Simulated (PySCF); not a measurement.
# Nonlinear optical response: SMILES CN(C)/C=C/C=C/C#N, C7H10N2

Geometry (Å), atoms numbered from 1 in this order:
```xyz
19

C    -1.8492   -1.1145    0.6713
N    -1.5432    0.1234    0.0053
C    -2.6106    0.7943   -0.6906
C    -0.2564    0.5015   -0.1676
C     0.8645   -0.1588    0.2476
C     2.1661    0.3922    0.0398
C     3.3344   -0.1891    0.4180
C     4.5999    0.4051    0.1812
N     5.6436    0.8826   -0.0060
H    -2.9207   -1.1476    0.9097
H    -1.2862   -1.1930    1.6144
H    -1.6023   -1.9968    0.0512
H    -2.2538    1.7581   -1.0778
H    -3.4570    0.9910   -0.0124
H    -2.9881    0.2030   -1.5456
H    -0.1363    1.4551   -0.6937
H     0.7907   -1.1280    0.7473
H     2.2208    1.3628   -0.4681
H     3.3360   -1.1562    0.9305
```

Level of theory: PySCF 2.14.0, quadratic response CAM-B3LYP/aug-cc-pVDZ first hyperpolarisability, Taylor convention, gas phase. Geometry: PBE0-D3(BJ)/def2-SVP.

Q: What is the first hyperpolarisability, and how does it disperse?

A: In au, Taylor convention; the vector part is βᵢ = ⅓ Σⱼ (βᵢⱼⱼ + βⱼᵢⱼ + βⱼⱼᵢ); β∥ is 3/5 of the vector part along the dipole, the dipole points from − to +:
```csv
process,λ (nm),β vector norm,β∥,β HRS,depolarisation ratio
"static β(0;0,0)",∞,1470.0,873.5,673.5,3.77
"second harmonic β(−2ω;ω,ω)",1907,1666.3,991.0,760.4,3.83
"Pockels β(−ω;ω,0)",1907,1531.2,910.2,–,–
"second harmonic β(−2ω;ω,ω)",1064,2285.4,1361.6,1033.6,3.96
"Pockels β(−ω;ω,0)",1064,1681.7,1000.2,–,–
```

Q: Which lowest excitations, dipole and polarisabilities go with it?

A: S1 4.40 eV (f = 1.036); S2 4.71 eV (f = 0.043); S3 5.02 eV (f = 0.000); dipole 9.30 D; isotropic α 127.4 au static, 128.5 au at 1907 nm, 131.2 au at 1064 nm, 132.1 au at 953.5 nm, 146.2 au at 532 nm.
